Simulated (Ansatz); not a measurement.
Two isomers of CH7BOSSi: A = `CSB[SiH2]O`, B = `BS[SiH2]OC`.

Computed with Ansatz on PBE0-D4/def2-TZVP structures; ΔE is electronic, products minus reactants. CCSD(T)/CBS adds triple-zeta CCSD(T) − MP2 to the extrapolated MP2 energy (def2 sets, frozen cores). Functionals use def2-TZVPP. B3LYP here is the variant with VWN-RPA as its local correlation; programs differ in this. Each species was taken in one conformer, which may not be the lowest.

**Question.** Which is lower in electronic energy at CCSD(T)/CBS, and by how much? (Estimate.)

**Answer.** The calculation gave: B, by 6.1 kcal/mol.

**Question.** Give E(B) − E(A) in kcal/mol with CCSD/def2-TZVPP, MP2/def2-TZVPP, ωB97M-V, PBE0-D4, B3LYP, B3LYP-D4, B2PLYP. (An estimate is asked.)

**Answer.** The calculation gave: CCSD/def2-TZVPP -7.0, MP2/def2-TZVPP -7.2, ωB97M-V -7.2, PBE0-D4 -4.8, B3LYP -6.3, B3LYP-D4 -6.9, B2PLYP -6.8. None reverses the order clearly.

**Question.** Does the order hold for the free energy at 298.15 K (harmonic terms from PBE0-D4)? (An estimate is asked.)

**Answer.** The calculation gave: Yes: G(B) − G(A) = -5.6 kcal/mol, for one conformer each. Modes under 60 cm⁻¹, often nearly free rotors, make the harmonic entropy too high.

Largest T1 diagnostic: 0.014.

From PBE to PBE0 (25 % exact exchange), in def2-TZVPP and without D4, E(B) − E(A) moves by −1.4 kcal/mol. In def2-TZVPP, CCSD(T) changes the Hartree–Fock value by +4.9 kcal/mol (the triples alone add +0.6 kcal/mol) and MP2 by +4.2 kcal/mol.
